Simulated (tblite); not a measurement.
A geometry optimisation, step by step.

C5H15GeNSi.
SMILES with atom numbers: `[CH2:1]=[CH:2][N:3]([SiH2:4][GeH3:5])[CH:6]([CH3:7])[CH3:8]` (hydrogens: H9, H10 on C1; H11 on C2; H12, H13 on Si4; H14, H15, H16 on Ge5; H17 on C6; H18, H19, H20 on C7; H21, H22, H23 on C8)

Computed with GFN2-xTB (tblite), gas phase: L-BFGS steps from a force-field or distance-geometry start until the largest atomic force falls under 0.01 eV/Å. 7 of its 196 geometries are shown.

Step 0: E = -677.7093 eV, largest atomic force 2.425 eV/Å
```
atom  x, y, z in Å  |  force x, y, z in eV/Å
C1     -0.739    2.042   -1.682   -0.270   0.162   0.738
C2     -0.698    1.752   -0.383    0.372  -1.269  -0.358
N3      0.005    0.580    0.100    2.040   1.257  -0.376
Si4     1.737    0.742    0.378   -1.411   0.426   0.068
Ge5     2.899   -1.236    0.408    0.426   0.020   0.012
C6     -0.642   -0.679    0.339   -0.389   0.803   0.847
C7     -1.699   -0.412    1.406   -1.120  -0.627  -0.118
C8     -1.401   -1.153   -0.867   -0.378  -1.339  -0.357
H9     -0.270    1.417   -2.423    0.014   0.064   0.066
H10    -1.270    2.921   -2.033    0.212  -0.206   0.057
H11    -1.175    2.382    0.367    0.136  -0.190  -0.121
H12     1.929    1.434    1.672    0.050   0.030  -0.045
H13     2.270    1.606   -0.660    0.083   0.237  -0.196
H14     2.324   -2.301   -0.545    0.386   0.040   0.493
H15     4.349   -0.925   -0.104   -0.656  -0.415   0.305
H16     3.063   -1.733    1.880    0.010  -0.146  -0.812
H17     0.094   -1.437    0.694   -0.215   0.590  -0.239
H18    -2.381    0.340    0.943    0.498  -0.208   0.830
H19    -1.276   -0.073    2.358   -0.313  -0.176  -0.345
H20    -2.324   -1.335    1.496    0.550   0.657   0.525
H21    -1.396   -2.262   -0.808   -0.049   0.542  -0.545
H22    -0.955   -0.794   -1.804   -0.383  -0.289   0.375
H23    -2.449   -0.849   -0.725    0.407   0.038  -0.803
```

Step 32: E = -678.4262 eV, largest atomic force 0.195 eV/Å
```
atom  x, y, z in Å  |  force x, y, z in eV/Å
C1     -0.740    2.143   -1.691    0.089   0.029   0.020
C2     -0.759    1.643   -0.468   -0.122  -0.088  -0.092
N3      0.041    0.563   -0.051   -0.010   0.030  -0.047
Si4     1.682    0.838    0.356    0.014  -0.029   0.024
Ge5     2.814   -1.196    0.406    0.150  -0.125   0.005
C6     -0.673   -0.645    0.331   -0.047   0.045   0.100
C7     -1.623   -0.398    1.501   -0.095   0.014   0.121
C8     -1.364   -1.208   -0.906   -0.030  -0.019  -0.056
H9     -0.101    1.738   -2.455    0.102  -0.009   0.026
H10    -1.343    2.988   -1.976   -0.025  -0.040   0.082
H11    -1.448    2.038    0.274    0.034   0.035   0.016
H12     1.844    1.480    1.680    0.025   0.057  -0.087
H13     2.198    1.714   -0.695    0.055   0.079   0.044
H14     2.316   -2.332   -0.452    0.031   0.055  -0.003
H15     4.265   -1.081   -0.004   -0.140  -0.021   0.033
H16     2.929   -1.871    1.754   -0.026   0.067  -0.064
H17     0.079   -1.376    0.658    0.061   0.042   0.023
H18    -2.411    0.301    1.232   -0.032  -0.044  -0.071
H19    -1.071    0.023    2.338    0.059   0.025   0.018
H20    -2.091   -1.318    1.839    0.033  -0.093  -0.103
H21    -1.683   -2.238   -0.759   -0.054   0.093   0.086
H22    -0.646   -1.186   -1.724   -0.067  -0.045  -0.064
H23    -2.219   -0.592   -1.177   -0.005  -0.059  -0.011
```

Step 65: E = -678.5437 eV, largest atomic force 0.170 eV/Å
```
atom  x, y, z in Å  |  force x, y, z in eV/Å
C1     -0.509    2.377   -1.595   -0.113  -0.003  -0.031
C2     -0.827    1.554   -0.610    0.048  -0.090   0.021
N3     -0.007    0.550   -0.106    0.018  -0.082  -0.123
Si4     1.657    0.851    0.224   -0.054   0.106   0.101
Ge5     2.788   -1.171    0.361    0.030   0.001  -0.038
C6     -0.677   -0.662    0.338   -0.014   0.017   0.031
C7     -1.573   -0.439    1.558   -0.018  -0.010   0.056
C8     -1.454   -1.300   -0.815    0.004   0.041   0.001
H9      0.421    2.291   -2.121    0.055   0.092  -0.013
H10    -1.189    3.146   -1.916    0.019  -0.006   0.009
H11    -1.792    1.619   -0.130   -0.157   0.062   0.016
H12     1.780    1.581    1.504    0.040   0.003  -0.036
H13     2.201    1.715   -0.820    0.086  -0.042   0.018
H14     2.361   -2.241   -0.599    0.000  -0.077   0.006
H15     4.259   -1.070    0.103    0.052   0.023  -0.014
H16     2.752   -1.860    1.693   -0.036  -0.038   0.014
H17     0.114   -1.359    0.649    0.003   0.006  -0.024
H18    -2.507    0.055    1.307   -0.002   0.076  -0.104
H19    -1.053    0.156    2.304    0.032   0.012  -0.002
H20    -1.820   -1.401    1.991   -0.027  -0.093   0.088
H21    -2.037   -2.147   -0.463    0.028   0.004   0.028
H22    -0.768   -1.645   -1.585    0.033   0.017  -0.022
H23    -2.127   -0.571   -1.262   -0.026  -0.019   0.017
```

Step 98: E = -678.6258 eV, largest atomic force 0.144 eV/Å
```
atom  x, y, z in Å  |  force x, y, z in eV/Å
C1     -0.502    2.627   -1.353   -0.057  -0.115  -0.006
C2     -0.843    1.470   -0.796    0.100   0.072  -0.056
N3     -0.019    0.517   -0.226   -0.052  -0.013   0.005
Si4     1.666    0.776    0.082   -0.056   0.034   0.041
Ge5     2.803   -1.237    0.378   -0.042  -0.135  -0.029
C6     -0.684   -0.659    0.322   -0.051   0.011   0.018
C7     -1.549   -0.311    1.535    0.005   0.005   0.029
C8     -1.499   -1.417   -0.728   -0.009   0.000  -0.031
H9      0.505    2.998   -1.419   -0.060  -0.072   0.063
H10    -1.270    3.230   -1.805    0.066   0.053   0.064
H11    -1.891    1.203   -0.786    0.001  -0.011  -0.025
H12     1.841    1.595    1.294    0.011   0.071  -0.021
H13     2.250    1.471   -1.060    0.035   0.025  -0.056
H14     2.512   -2.336   -0.614    0.037   0.049   0.026
H15     4.295   -1.085    0.293   -0.036   0.002  -0.027
H16     2.643   -1.971    1.685   -0.033   0.068  -0.005
H17     0.123   -1.326    0.658   -0.076  -0.021   0.021
H18    -2.421    0.273    1.246    0.042  -0.023  -0.022
H19    -0.975    0.274    2.251    0.008  -0.060   0.005
H20    -1.893   -1.226    2.013    0.019   0.062   0.010
H21    -1.789   -2.390   -0.334    0.052   0.029  -0.014
H22    -0.898   -1.562   -1.622   -0.009  -0.036  -0.023
H23    -2.411   -0.888   -1.005    0.104   0.005   0.034
```

Step 130: E = -678.6714 eV, largest atomic force 0.030 eV/Å
```
atom  x, y, z in Å  |  force x, y, z in eV/Å
C1     -0.508    2.683   -1.153   -0.019   0.002  -0.002
C2     -0.839    1.435   -0.853    0.001   0.020  -0.004
N3     -0.021    0.484   -0.274   -0.007   0.026   0.004
Si4     1.668    0.783   -0.051   -0.006   0.004  -0.003
Ge5     2.744   -1.230    0.402    0.010  -0.002  -0.007
C6     -0.673   -0.678    0.310    0.015   0.010  -0.015
C7     -1.524   -0.282    1.515   -0.003   0.001   0.003
C8     -1.484   -1.477   -0.711    0.024  -0.003   0.009
H9      0.454    3.102   -0.924    0.008  -0.006  -0.001
H10    -1.212    3.329   -1.647    0.005  -0.011   0.020
H11    -1.835    1.087   -1.092    0.003  -0.009   0.019
H12     1.917    1.756    1.030    0.008  -0.011  -0.021
H13     2.192    1.327   -1.307   -0.009   0.005   0.001
H14     2.470   -2.351   -0.560   -0.003  -0.029   0.007
H15     4.237   -1.114    0.351    0.017   0.005   0.004
H16     2.515   -1.887    1.735   -0.003   0.013   0.011
H17     0.131   -1.335    0.670   -0.007  -0.010  -0.007
H18    -2.339    0.371    1.214   -0.005   0.010  -0.008
H19    -0.912    0.244    2.244    0.003   0.016   0.011
H20    -1.942   -1.169    1.984   -0.018  -0.012   0.007
H21    -1.736   -2.445   -0.285   -0.017  -0.012  -0.022
H22    -0.895   -1.633   -1.612   -0.007  -0.003  -0.005
H23    -2.410   -0.973   -0.978    0.010  -0.004  -0.003
```

Step 162: E = -678.6834 eV, largest atomic force 0.033 eV/Å
```
atom  x, y, z in Å  |  force x, y, z in eV/Å
C1     -0.503    2.722   -1.064   -0.002   0.001  -0.006
C2     -0.860    1.489   -0.736   -0.003  -0.025   0.001
N3     -0.035    0.497   -0.240   -0.014  -0.005   0.017
Si4     1.676    0.739   -0.169   -0.031  -0.006   0.002
Ge5     2.772   -1.222    0.439   -0.009   0.011  -0.016
C6     -0.685   -0.688    0.300    0.007  -0.011  -0.011
C7     -1.582   -0.338    1.489    0.012  -0.004  -0.015
C8     -1.450   -1.466   -0.771    0.007   0.007  -0.005
H9      0.500    3.087   -0.946   -0.008   0.013  -0.011
H10    -1.228    3.406   -1.467    0.023  -0.002   0.007
H11    -1.892    1.193   -0.869    0.002  -0.008   0.013
H12     2.007    1.792    0.806    0.024   0.013  -0.011
H13     2.125    1.157   -1.502    0.010   0.013   0.003
H14     2.457   -2.480   -0.322    0.003   0.009  -0.001
H15     4.260   -1.099    0.285   -0.020  -0.013  -0.006
H16     2.631   -1.666    1.866   -0.012  -0.011   0.029
H17     0.115   -1.343    0.668    0.008   0.003   0.006
H18    -2.397    0.312    1.181   -0.006   0.005   0.016
H19    -1.001    0.174    2.252   -0.010   0.010  -0.002
H20    -2.005   -1.243    1.919    0.016  -0.001  -0.005
H21    -1.806   -2.406   -0.357    0.001  -0.003  -0.001
H22    -0.796   -1.682   -1.613    0.018   0.004  -0.005
H23    -2.308   -0.907   -1.136   -0.015   0.000   0.002
```

Step 195: E = -678.6881 eV, largest atomic force 0.008 eV/Å
```
atom  x, y, z in Å  |  force x, y, z in eV/Å
C1     -0.505    2.731   -1.069    0.003   0.003   0.001
C2     -0.870    1.524   -0.661    0.000   0.002   0.006
N3     -0.036    0.529   -0.189   -0.003  -0.006   0.002
Si4     1.680    0.739   -0.209   -0.005  -0.006  -0.003
Ge5     2.736   -1.220    0.467    0.003   0.004  -0.004
C6     -0.674   -0.680    0.309   -0.003  -0.001   0.006
C7     -1.602   -0.388    1.489   -0.002   0.002   0.002
C8     -1.395   -1.440   -0.805    0.001   0.002   0.004
H9      0.515    3.067   -1.061    0.002  -0.003   0.000
H10    -1.241    3.428   -1.427   -0.007   0.002  -0.003
H11    -1.918    1.258   -0.690    0.005  -0.001  -0.001
H12     2.070    1.840    0.686    0.000   0.005   0.004
H13     2.104    1.079   -1.574    0.001  -0.001  -0.003
H14     2.369   -2.494   -0.243    0.004  -0.005  -0.003
H15     4.224   -1.160    0.283   -0.001   0.001   0.002
H16     2.602   -1.608    1.913   -0.006  -0.001   0.002
H17     0.131   -1.328    0.681   -0.001   0.000  -0.002
H18    -2.466    0.196    1.180   -0.001   0.000   0.000
H19    -1.065    0.170    2.253    0.003   0.003  -0.002
H20    -1.956   -1.321    1.921    0.004  -0.001  -0.005
H21    -1.752   -2.396   -0.430    0.001   0.000   0.004
H22    -0.710   -1.621   -1.631   -0.001   0.002  -0.002
H23    -2.248   -0.879   -1.180    0.002   0.000  -0.006
```

Task: Summarise the path.

Result: The energy falls by 94.44 kJ/mol from step 0 to step 195; nine tenths of that is first reached at step 85. It rises by more than 0.2 meV at step 35. The largest force goes from 2.425 to 0.008 eV/Å. Among the bonds Ge5–H15 changes most (a near tie, within 0.001 Å, with another), from 1.569 to 1.500 Å; the atoms move by 0.809 Å rms after alignment.

Task: Follow the three bonds and two angles with the largest change from start to end.

Result: 
| step | E above end (kJ/mol) | largest force (eV/Å) | Ge5–H15 (Å) | C2–N3 (Å) | Ge5–H16 (Å) | H14–Ge5–H16 (°) | Si4–Ge5–H16 (°) |
| --- | --- | --- | --- | --- | --- | --- | --- |
| 0 | 94.44 | 2.425 | 1.569 | 1.450 | 1.562 | 113.7 | 109.9 |
| 8 | 37.66 | 0.238 | 1.500 | 1.411 | 1.495 | 103.0 | 115.8 |
| 17 | 32.73 | 0.108 | 1.503 | 1.411 | 1.502 | 102.1 | 116.0 |
| 25 | 29.18 | 0.201 | 1.506 | 1.407 | 1.506 | 103.3 | 117.0 |
| 34 | 23.94 | 0.349 | 1.514 | 1.405 | 1.507 | 100.5 | 116.1 |
| 42 | 20.13 | 0.120 | 1.506 | 1.400 | 1.507 | 102.2 | 114.8 |
| 51 | 17.96 | 0.142 | 1.505 | 1.398 | 1.505 | 101.9 | 114.6 |
| 59 | 15.73 | 0.154 | 1.510 | 1.394 | 1.508 | 102.2 | 114.3 |
| 68 | 12.83 | 0.182 | 1.503 | 1.390 | 1.502 | 103.6 | 116.5 |
| 76 | 11.21 | 0.089 | 1.503 | 1.388 | 1.501 | 102.4 | 116.4 |
| 85 | 9.21 | 0.169 | 1.502 | 1.385 | 1.503 | 102.7 | 118.5 |
| 93 | 7.28 | 0.187 | 1.504 | 1.383 | 1.502 | 102.5 | 118.5 |
| 102 | 4.65 | 0.188 | 1.503 | 1.380 | 1.501 | 101.9 | 116.2 |
| 110 | 2.57 | 0.096 | 1.502 | 1.383 | 1.505 | 102.7 | 115.7 |
| 119 | 2.03 | 0.038 | 1.500 | 1.382 | 1.504 | 102.0 | 116.9 |
| 127 | 1.72 | 0.055 | 1.501 | 1.382 | 1.505 | 102.0 | 118.2 |
| 136 | 1.46 | 0.051 | 1.501 | 1.382 | 1.505 | 102.3 | 118.7 |
| 144 | 0.93 | 0.055 | 1.501 | 1.381 | 1.503 | 101.9 | 118.4 |
| 153 | 0.61 | 0.035 | 1.500 | 1.382 | 1.503 | 102.5 | 117.2 |
| 161 | 0.48 | 0.036 | 1.500 | 1.382 | 1.501 | 102.5 | 116.9 |
| 170 | 0.24 | 0.036 | 1.501 | 1.381 | 1.502 | 102.2 | 116.9 |
| 178 | 0.11 | 0.023 | 1.500 | 1.381 | 1.503 | 102.4 | 116.8 |
| 187 | 0.05 | 0.028 | 1.500 | 1.381 | 1.502 | 102.5 | 116.8 |
| 195 | 0.00 | 0.008 | 1.500 | 1.381 | 1.503 | 102.4 | 117.1 |

The cost below is that of the whole relaxation. Time: 3.2 s of wall time. Hardware: Arm Neoverse N1, one thread, shared host.
